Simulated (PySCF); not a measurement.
A series of related compounds: SMILES C1=CN=CP=C1, C4H4NP; SMILES CSc1ncccp1, C5H6NPS; SMILES c1nc(C=C)pcc1, C6H6NP; SMILES COc1ccpcn1, C5H6NOP.

Computational details: σ from GIAO-PBE0/pcSseg-1, PBE0-D3(BJ)/def2-SVP structure, in PySCF (no solvent model, one computed conformer, averaged over atoms made equivalent by symmetry, fast rotation or ring inversion, non-relativistic Hamiltonian).

Referencing at the same level of theory: $^{31}$P (σ = 310.13 ppm) against H3PO4; NH3 for $^{15}$N (σ = 265.67 ppm).

(1) How does the $^{31}$P shift change along the series?

(2) How does the $^{15}$N shift change along the series?

Answers

(1) 
```json
{"compound": "c1cncpc1", "change": "base", "δ (ppm)": "210.2", "HOMO–LUMO gap (eV)": "5.27"}
{"compound": "CSc1ncccp1", "change": "H replaced by SCH3", "δ (ppm)": "199.4", "HOMO–LUMO gap (eV)": "4.43"}
{"compound": "C=Cc1ncccp1", "change": "H replaced by vinyl", "δ (ppm)": "208.3", "HOMO–LUMO gap (eV)": "4.89"}
{"compound": "COc1ccpcn1", "change": "H replaced by OCH3", "δ (ppm)": "153.9", "HOMO–LUMO gap (eV)": "5.36"}
```

(2) 
```tsv
compound	change	δ (ppm)	HOMO–LUMO gap (eV)
c1cncpc1	base	384.2	5.27
CSc1ncccp1	H replaced by SCH3	344.1	4.43
C=Cc1ncccp1	H replaced by vinyl	359.2	4.89
COc1ccpcn1	H replaced by OCH3	327.2	5.36
```
